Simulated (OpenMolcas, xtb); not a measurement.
# CH5BFNO (SMILES COB(N)F): methods side by side

The species is CH5BFNO (10 atoms), meant as a singlet with charge 0. As SMILES, `COB(N)F`. Geometry: relaxed at PBE0-D4/def2-TZVP. This is one conformer, not always the lowest.

```xyz
10

C    -1.3335    0.2630   -0.4778
O    -0.0918    0.1113   -1.1185
B     1.0351   -0.1418   -0.4021
N     1.0891   -0.2753    0.9951
F     2.1664   -0.2694   -1.1052
H    -1.3248    1.1074    0.2208
H    -1.6193   -0.6453    0.0649
H    -2.0854    0.4573   -1.2426
H     0.2932   -0.1949    1.5994
H     1.9539   -0.4632    1.4688
```

Quantity: the dipole moment, in D. The values are calculated.

```tsv
level	kind	program	value (D)	CPU time
GFN2-xTB	semi-empirical	xtb	4.08	under 2 s
GFN1-xTB	semi-empirical	xtb	4.47	under 2 s
HF/cc-pVDZ	Hartree–Fock	OpenMolcas	3.72	12 s
SVWN5/cc-pVDZ	LDA	OpenMolcas	3.35	36 s
revPBE/cc-pVDZ	GGA	OpenMolcas	3.21	52 s
M06-L/cc-pVDZ	meta-GGA	OpenMolcas	3.34	73 s
B3LYP/cc-pVDZ	global hybrid	OpenMolcas	3.37	60 s
```

The values span 3.21 to 4.47 D. Magnitudes only. CPU times are rough (shared hosts, several kinds of processor and program).
